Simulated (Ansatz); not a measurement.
Reaction (formal exchange of groups at a B–Ge bond): `[SiH3][GeH]([Cl])[BH]Cl` + `OCF` → `OC(F)BCl` + `[SiH3][GeH2][Cl]`

Calculated with Ansatz (gas phase, PBE0-D4/def2-TZVP geometries, no zero-point term in ΔE). CCSD(T)/CBS is the MP2 limit (def2-TZVPP, def2-QZVPP) plus CCSD(T) − MP2 in def2-TZVPP, frozen cores. Functionals use def2-TZVPP. B3LYP here is the variant with VWN-RPA as its local correlation; programs differ in this. For Ge outer-core shells are correlated without core-valence functions, which leaves a few kJ/mol of doubt a bond. Scalar relativity is left out up to krypton. One conformer a species, not always the lowest.

`[SiH3][GeH]([Cl])[BH]Cl`:

Z-matrix (Å, degrees):
```
Si
Ge 1 2.388
H 1 1.487 2 109.4
H 1 1.484 2 109.3 3 120.2
H 1 1.485 2 108.9 3 -119.6
Cl 2 2.173 1 105.5 3 -177.9
B 2 2.061 1 113.5 3 62.3
H 2 1.541 1 110.6 3 -63.8
Cl 7 1.726 2 121.3 1 107.2
H 7 1.194 2 121.0 1 -70.6
```

`OCF`:

Cartesian coordinates in Å:
```
O 0.796 0.498 0.537
C -0.256 0.063 -0.223
F -1.166 -0.639 0.542
H 1.338 -0.256 0.790
H 0.050 -0.612 -1.031
H -0.762 0.947 -0.615
```

`OC(F)BCl`:

```xyz
8

O     0.350    1.162   -0.789
C     0.477    0.024   -0.025
F     1.195    0.298    1.144
B    -0.985   -0.412    0.421
Cl   -1.590   -1.976   -0.014
H     1.175    1.339   -1.252
H     1.051   -0.755   -0.540
H    -1.673    0.321    1.055
```

`[SiH3][GeH2][Cl]`:

```xyz
8

Si    0.120    1.061    0.640
Ge    0.087   -0.972   -0.597
Cl   -1.999   -1.519   -0.825
H     1.526    1.500    0.837
H    -0.521    0.832    1.959
H    -0.626    2.097   -0.117
H     0.760   -2.152    0.124
H     0.653   -0.847   -2.021
```

(1) Is it downhill or uphill in electronic energy at CCSD(T)/CBS, and by how much? (Estimate.)

(2) What do these levels give: PBE0-D4, B3LYP-D4, B2PLYP, r2SCAN, PBE0, MP2/def2-QZVPP? (Estimate.)

Largest T1 diagnostic among the species: 0.013.

Results:

(1) Computed: Uphill: ΔE = +16.2 kJ/mol.

(2) The calculation gave: PBE0-D4 16.0, B3LYP-D4 12.1, B2PLYP 9.9, r2SCAN 11.7, PBE0 13.1, MP2/def2-QZVPP 17.5 kJ/mol.

The D4 term adds +4.8 kJ/mol with B3LYP and +2.9 kJ/mol with PBE0; it sums over pairs of atoms, weighted by their polarisabilities, and B3LYP, whose exchange is more repulsive, gets the larger term. In def2-TZVPP, CCSD(T) changes the Hartree–Fock value by +12.3 kJ/mol (the triples alone add +1.7 kJ/mol) and MP2 by +14.7 kJ/mol.
